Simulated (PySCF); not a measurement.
## Frontier levels across methods

C₄H₉ClSi.
Cartesian coordinates in Å at the PBE0-D3(BJ)/def2-SVP level; atoms count from 1:
```
atom  x, y, z in Å
Cl1    2.0542    5.0557    1.3274
Si2    1.7248    3.2973    0.2624
C3     2.5278    1.8244    1.1307
C4     1.3592    0.8388    1.3128
C5     0.0666    1.6306    1.5429
C6    -0.0524    2.6993    0.4452
H7     2.1709    3.5621   -1.1352
H8     3.3800    1.3896    0.5875
H9     2.9082    2.1685    2.1070
H10    1.2453    0.2302    0.3984
H11    1.5474    0.1304    2.1355
H12    0.1176    2.1256    2.5290
H13   -0.8121    0.9662    1.5712
H14   -0.7775    3.4924    0.6786
H15   -0.3646    2.2395   -0.5095
```

Basis pcSseg-1 throughout (PySCF), one geometry. Isolated species at its PBE0-D3(BJ)/def2-SVP geometry (one conformer only).

Problem. How do the orbital energies, the gap and the dipole change with the method?

Solution. 
```json
{"method": "BLYP", "kind": "GGA", "HOMO (eV)": "-6.66", "LUMO (eV)": "-0.16", "gap (eV)": "6.51", "μ (D)": "2.16", "SCF cycles": "13"}
{"method": "B97-D", "kind": "GGA", "HOMO (eV)": "-6.81", "LUMO (eV)": "-0.17", "gap (eV)": "6.64", "μ (D)": "2.25", "SCF cycles": "14"}
{"method": "PBE", "kind": "GGA", "HOMO (eV)": "-6.82", "LUMO (eV)": "-0.32", "gap (eV)": "6.49", "μ (D)": "2.23", "SCF cycles": "13"}
{"method": "OPBE", "kind": "GGA", "HOMO (eV)": "-6.82", "LUMO (eV)": "-0.16", "gap (eV)": "6.66", "μ (D)": "2.28", "SCF cycles": "14"}
{"method": "KT2", "kind": "GGA", "HOMO (eV)": "-6.90", "LUMO (eV)": "-0.48", "gap (eV)": "6.42", "μ (D)": "2.22", "SCF cycles": "14"}
{"method": "KT3", "kind": "GGA", "HOMO (eV)": "-6.92", "LUMO (eV)": "-0.34", "gap (eV)": "6.58", "μ (D)": "2.19", "SCF cycles": "14"}
{"method": "BP86", "kind": "GGA", "HOMO (eV)": "-6.92", "LUMO (eV)": "-0.40", "gap (eV)": "6.53", "μ (D)": "2.26", "SCF cycles": "13"}
{"method": "LDA", "kind": "LDA", "HOMO (eV)": "-6.93", "LUMO (eV)": "-0.58", "gap (eV)": "6.35", "μ (D)": "2.29", "SCF cycles": "13"}
{"method": "B97-2", "kind": "global hybrid", "HOMO (eV)": "-7.86", "LUMO (eV)": "0.58", "gap (eV)": "8.44", "μ (D)": "2.32", "SCF cycles": "12"}
{"method": "B3LYP", "kind": "global hybrid", "HOMO (eV)": "-7.86", "LUMO (eV)": "0.38", "gap (eV)": "8.25", "μ (D)": "2.24", "SCF cycles": "12"}
{"method": "PBE0", "kind": "global hybrid", "HOMO (eV)": "-8.10", "LUMO (eV)": "0.57", "gap (eV)": "8.68", "μ (D)": "2.32", "SCF cycles": "12"}
{"method": "mPW1PW91", "kind": "global hybrid", "HOMO (eV)": "-8.14", "LUMO (eV)": "0.58", "gap (eV)": "8.72", "μ (D)": "2.33", "SCF cycles": "12"}
{"method": "BHandHLYP", "kind": "global hybrid", "HOMO (eV)": "-9.27", "LUMO (eV)": "1.53", "gap (eV)": "10.81", "μ (D)": "2.32", "SCF cycles": "11"}
{"method": "CAM-B3LYP", "kind": "range-separated hybrid", "HOMO (eV)": "-9.43", "LUMO (eV)": "1.65", "gap (eV)": "11.08", "μ (D)": "2.28", "SCF cycles": "11"}
{"method": "wB97X-D", "kind": "range-separated hybrid", "HOMO (eV)": "-9.97", "LUMO (eV)": "2.34", "gap (eV)": "12.31", "μ (D)": "2.35", "SCF cycles": "12"}
{"method": "LC-wPBE", "kind": "range-separated hybrid", "HOMO (eV)": "-10.81", "LUMO (eV)": "2.82", "gap (eV)": "13.63", "μ (D)": "2.37", "SCF cycles": "12"}
{"method": "HF", "kind": "Hartree–Fock", "HOMO (eV)": "-11.11", "LUMO (eV)": "3.87", "gap (eV)": "14.98", "μ (D)": "2.42", "SCF cycles": "9"}
```

The HOMO spans 4.45 eV, from BLYP down to HF, and the gap runs from 6.35 eV (LDA) to 14.98 eV (HF). Over the methods BLYP (0 %), B97-D (0 %), PBE (0 %), OPBE (0 %), KT2 (0 %), KT3 (0 %), BP86 (0 %), LDA (0 %), B97-2 (21 %), B3LYP (20 %), PBE0 (25 %), mPW1PW91 (25 %), BHandHLYP (50 %), HF (100 %), a straight line through the gap against the share of exact exchange rises by 0.85 eV for each 10 % (correlation coefficient 0.999). The dipole ranges from 2.16 D (BLYP) to 2.42 D (HF). This basis has no diffuse functions.
